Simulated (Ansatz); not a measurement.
Molecule: sum formula BClF, net charge 0, doublet state. It need not be the lowest isomer of its formula. 
Coordinates optimised at B3LYP-D3(BJ)/def2-TZVP (Ansatz, a quantum-chemistry and plane-wave program):
SMILES: F[B]Cl
```xyz
3

B     -0.7807    -0.2385     0.0033
F     -1.3715     0.9238     0.0097
Cl     0.9557    -0.4189    -0.0061
```
Charge 0, spin multiplicity 2.

Computed values are from Ansatz. Correlated levels leave the core frozen unless marked. UHF or UKS for open shells. No spin-orbit coupling. No relativistic terms. CBS marks a two-point X^-3 extrapolation of the correlation energy; Hartree-Fock from the larger set.

Problem. What is the atomisation energy De at CCSD(T)/CBS(cc-pV(T+d)Z,cc-pV(Q+d)Z)?

Solution. 248.3 kcal/mol.

Problem. What is the dipole moment at CCSD(T)/aug-cc-pV(D+d)Z?

Solution. 0.13 D.

Problem. What is the T1 diagnostic at CCSD/cc-pV(Q+d)Z?

Solution. 0.015.

Problem. What is the total energy at CCSD(T)/CBS(cc-pV(T+d)Z,cc-pV(Q+d)Z)?

Solution. -584.3711 Eh.
